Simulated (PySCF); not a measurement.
H2Te, triplet, at the geometry of the source list (a higher spin typed on purpose: for a closed-shell molecule this is an excited state) (core potentials on Te); R2SCAN/def2-SVPD (PySCF).

Input for PySCF:
```python
from pyscf import gto, scf, dft

mol = gto.Mole()
mol.atom = '''
    Te   -0.00170000    0.78910000    0.00000000
    H    -1.13910000   -0.39800000    0.00000000
    H     1.14080000   -0.39100000    0.00000000
'''
mol.basis = 'def2-svpd'
mol.ecp = {'Te': 'def2-svpd'}
mol.spin = 2
mol.verbose = 4
mol.build()

mf = dft.UKS(mol)
mf.xc = 'r2scan'
mf.grids.atom_grid = (99, 590)
mf.grids.prune = None
mf.kernel()
```

What the program printed (banner, timings and long lists left out):

```
PySCF version 2.14.0

[INPUT] verbose = 4
[INPUT] num. atoms = 3
[INPUT] num. electrons = 26
[INPUT] charge = 0
[INPUT] spin (= nelec alpha-beta = 2S) = 2
[INPUT] symmetry False subgroup None
[INPUT] Mole.unit = angstrom
[INPUT] Symbol           X                Y                Z      unit          X                Y                Z       unit  Magmom
[INPUT]  1 Te    -0.001700000000   0.789100000000   0.000000000000 AA   -0.003212534412   1.491182884894   0.000000000000 Bohr   0.0
[INPUT]  2 H     -1.139100000000  -0.398000000000   0.000000000000 AA   -2.152587028492  -0.752110997577   0.000000000000 Bohr   0.0
[INPUT]  3 H      1.140800000000  -0.391000000000   0.000000000000 AA    2.155799562904  -0.738882914705   0.000000000000 Bohr   0.0

nuclear repulsion = 15.6891807795587
number of shells = 21
number of NR pGTOs = 90
number of NR cGTOs = 51
basis = def2-svpd
ecp = {'Te': 'def2-svpd'}

******** <class 'pyscf.dft.uks.UKS'> ********
method = UKS
initial guess = minao
damping factor = 0
level_shift factor = 0
DIIS = <class 'pyscf.scf.diis.CDIIS'>
diis_start_cycle = 1
diis_space = 8
diis_damp = 0
SCF conv_tol = 1e-09
SCF conv_tol_grad = None
SCF max_cycles = 50
direct_scf = True
direct_scf_tol = 1e-13
number electrons alpha = 14  beta = 12
XC library pyscf.dft.libxc version 7.1.2
    S. Lehtola, C. Steigemann, M. J. T. Oliveira, and M. A. L. Marques,  SoftwareX 7, 1–5 (2018)
XC functionals = r2scan
    J. W. Furness, A. D. Kaplan, J. Ning, J. P. Perdew, and J. Sun,  J. Phys. Chem. Lett. 11, 8208–8215 (2020)
    J. W. Furness, A. D. Kaplan, J. Ning, J. P. Perdew, and J. Sun,  J. Phys. Chem. Lett. 11, 9248–9248 (2020)
    J. W. Furness, A. D. Kaplan, J. Ning, J. P. Perdew, and J. Sun,  J. Phys. Chem. Lett. 11, 8208–8215 (2020)
    J. W. Furness, A. D. Kaplan, J. Ning, J. P. Perdew, and J. Sun,  J. Phys. Chem. Lett. 11, 9248–9248 (2020)
radial grids:
    Treutler-Ahlrichs [JCP 102, 346 (1995); DOI:10.1063/1.469408] (M4) radial grids

becke partition: Becke, JCP 88, 2547 (1988); DOI:10.1063/1.454033
pruning grids: None
grids dens level: 3
symmetrized grids: False
atomic radii adjust function: <function treutler_atomic_radii_adjust>
User specified grid scheme (99, 590)
small_rho_cutoff = 0
Set gradient conv threshold to 3.16228e-05
tot grids = 175232
init E= -241.300731258064

cycle= 1 E= -267.971731331879  delta_E= -26.7  |g|= 1.84  |ddm|= 6.48

cycle= 2 E= -267.969485256805  delta_E= 0.00225  |g|= 1.57  |ddm|= 7.45

cycle= 3 E= -269.109366747364  delta_E= -1.14  |g|= 0.242  |ddm|= 5.29

cycle= 4 E= -269.151461390311  delta_E= -0.0421  |g|= 0.11  |ddm|= 0.666

cycle= 5 E= -269.162244035747  delta_E= -0.0108  |g|= 0.017  |ddm|= 0.25

cycle= 6 E= -269.162495464061  delta_E= -0.000251  |g|= 0.00341  |ddm|= 0.0467

cycle= 7 E= -269.162511320361  delta_E= -1.59e-05  |g|= 0.00081  |ddm|= 0.0174

cycle= 8 E= -269.162512336356  delta_E= -1.02e-06  |g|= 0.000454  |ddm|= 0.00519

cycle= 9 E= -269.162512535109  delta_E= -1.99e-07  |g|= 0.000202  |ddm|= 0.00244

cycle= 10 E= -269.162512581654  delta_E= -4.65e-08  |g|= 1.81e-05  |ddm|= 0.000834

cycle= 11 E= -269.16251258213  delta_E= -4.76e-10  |g|= 3.11e-06  |ddm|= 6.49e-05

Extra cycle  E= -269.16251258214  delta_E= -9.55e-12  |g|= 1.81e-06  |ddm|= 1.5e-05
converged SCF energy = -269.16251258214  <S^2> = 2.0063162  2S+1 = 3.0042079
```
